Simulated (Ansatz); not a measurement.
CH2BFO2 (`FB1OCO1`), 7 atoms. Total charge 0; spin multiplicity 1. All runs use 2 threads of an Arm Neoverse V1 on a shared host. Correlated methods freeze the cores.

(1) How many basis functions does each run have, and how long does it take in Ansatz? RKS ωB97M-V/def2-QZVPP energy; RKS PBE-D4/def2-TZVPP energy and forces; direct RPA on PBE orbitals/def2-TZVPP energy; RKS ωB97M-V/def2-SVP energy; RKS PBE0-D4/def2-TZVP frequencies; RHF-CCSD(T)/def2-TZVPP energy; RHF-MP2/def2-QZVPP energy; RHF-CCSD(T)/def2-SVP energy; RKS PBE0-D4/def2-TZVPP energy; RKS PBE0-D4/def2-QZVPP energy; RKS PBE0-D4/def2-TZVP relaxation (5 steps); RKS B3LYP-D4/def2-TZVPP energy and forces. (Best estimate.)

Results:

(1) Ansatz gave: Other jobs shared the machine, so times are rough.

| level | job | functions | wall time | peak host memory (GiB) |
| --- | --- | --- | --- | --- |
| RKS PBE-D4/def2-TZVPP | energy and forces | 183 | 2.4 s | 0.18 |
| RKS PBE0-D4/def2-TZVPP | energy | 183 | 2.5 s | 0.35 |
| RKS B3LYP-D4/def2-TZVPP | energy and forces | 183 | 3.3 s | 0.35 |
| RHF-CCSD(T)/def2-SVP | energy | 80 | 3.4 s | 0.26 |
| RKS ωB97M-V/def2-SVP | energy | 80 | 3.8 s | 0.2 |
| direct RPA on PBE orbitals/def2-TZVPP | energy | 183 | 4.3 s | 0.35 |
| RKS PBE0-D4/def2-QZVPP | energy | 345 | 7 s | 0.95 |
| RHF-MP2/def2-QZVPP | energy | 345 | 16 s | 1.4 |
| RKS ωB97M-V/def2-QZVPP | energy | 345 | 16 s | 1.1 |
| RKS PBE0-D4/def2-TZVP | relaxation (5 steps) | 167 | 19 s | 0.32 |
| RHF-CCSD(T)/def2-TZVPP | energy | 183 | 73 s | 2.1 |
| RKS PBE0-D4/def2-TZVP | frequencies | 167 | 90 s | 0.32 |

B3LYP here is the variant with VWN-RPA as its local correlation; programs differ in this.
